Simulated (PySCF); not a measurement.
# One molecule, many inputs

Molecule: `InChI=1S/C7H9NO/c1-6(9)8-7-4-2-3-5-7/h2-4H,5H2,1H3,(H,8,9)`; geometry GFN2-xTB.

Bonds (- single, = double, # triple, : aromatic): C1-C2, C2=O3, C2-N4, N4-C5, C5=C6, C6-C7, C7=C8, C8-C9, C9-C5. C1 carries H10, H11, H12; N4 carries H13; C6 carries H14; C7 carries H15; C8 carries H16; C9 carries H17, H18.

All runs: PySCF, non-relativistic, gas phase unless a solvent (IEF-PCM) is named; grid level 2, GIAOs and SCF threshold 1e-9 unless changed. The yardstick, PBE0/pcSseg-1, gives these isotropic shieldings σ (ppm, equivalent atoms averaged): C2 20.1, C5 33.6, C9 141.2, H15 25.12, H16 25.44, H14 25.97, H17/H18 27.83.

Task: What do these inputs give? (1) solvent chloroform; LC-wPBE/6-31G*; grid level 3; damp 0.1; (2) solvent acetone; PBE0/pcSseg-1

Result: 
| run | outcome | functions | wall time | C2 | C5 | C9 | H15 | H16 | H14 | H17/H18 |
| --- | --- | --- | --- | --- | --- | --- | --- | --- | --- | --- |
| 1 | converged | 144 | 39 s | 37.3 | 55.1 | 160.0 | 25.91 | 26.28 | 26.94 | 29.02 |
| 2 | converged | 198 | 39 s | 15.5 | 32.5 | 141.3 | 24.90 | 25.34 | 25.67 | 27.84 |

Times are on 1 thread of an Arm Neoverse V1, shared host.

Task: Comment on the technical settings.

Result: 
- Run 1: The functional and orbital basis and medium differ from the yardstick's, which in itself moves the values. The damping changes the path of the SCF (17 cycles), not the solution, provided the same state is reached.
